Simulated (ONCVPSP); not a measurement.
## Ranking ONCV potentials for tungsten (W)

All share these settings but for the change named:

| Property | Result |
| --- | --- |
| Element | tungsten (W) |
| Generator | ONCVPSP 4.0.1 |
| Type | optimised norm-conserving Vanderbilt (ONCV) |
| Functional | PBE |
| Relativity | scalar-relativistic |
| Frozen core | [Kr] 4d10 4f14 |
| Valence charge | 14 |
| Reference configuration | 5s2 5p6 5d4 (charge +2) |
| Partial waves | 5s: rc 1.65 bohr, ncon 4, nbas 9, qcut 8.5 1/bohr, 2 projectors, debl 0.8 Ha; 5p: rc 1.60 bohr, ncon 4, nbas 8, qcut 10.1 1/bohr, 3 projectors, debl 3.5 Ha; 5d: rc 1.80 bohr, ncon 4, nbas 7, qcut 4.6 1/bohr, 2 projectors, debl 3.9 Ha |
| Local potential | polynomial inside 1.50 bohr (lpopt 5, dvloc0 1 Ha) |
| Core correction | none |

In the s channel the program set the typed energies aside and used -3.497, 0.250 Ha.

Test errors are all-electron minus pseudo excitation energies from the reference, over 5s2 5p6 5d4 6s2; 5s2 5p6 5d4 6s1; 5s2 5p6 5d3; 5s2 5p6 5d2. None of these files shows a bound ghost.

The base gives 28.0 meV.

Of 9 variants that were run, those that failed, showed a ghost or another fault, or gave nearly equal values are left out.

A variant can come out equal or close to the base, since the largest error may sit in a test that the change hardly touches while other tests move.

Q: Rank these variants by their largest absolute test error, smallest first.
A. all radii scaled by about 1.10 (s 1.80, p 1.76, d 1.98 bohr); local potential polynomial inside 1.64 bohr (lpopt 5, dvloc0 1 Ha)
B. all radii scaled by about 0.89 (s 1.46, p 1.42, d 1.60 bohr); local potential polynomial inside 1.34 bohr (lpopt 5, dvloc0 1 Ha)
C. all radii scaled by about 1.27 (s 2.10, p 2.04, d 2.28 bohr); local potential polynomial inside 1.90 bohr (lpopt 5, dvloc0 1 Ha)
D. all radii scaled by about 1.33 (s 2.20, p 2.14, d 2.40 bohr); local potential polynomial inside 2.00 bohr (lpopt 5, dvloc0 1 Ha)

A: A (26.5 meV), B (32.1 meV), C (51.7 meV), D (93.1 meV).
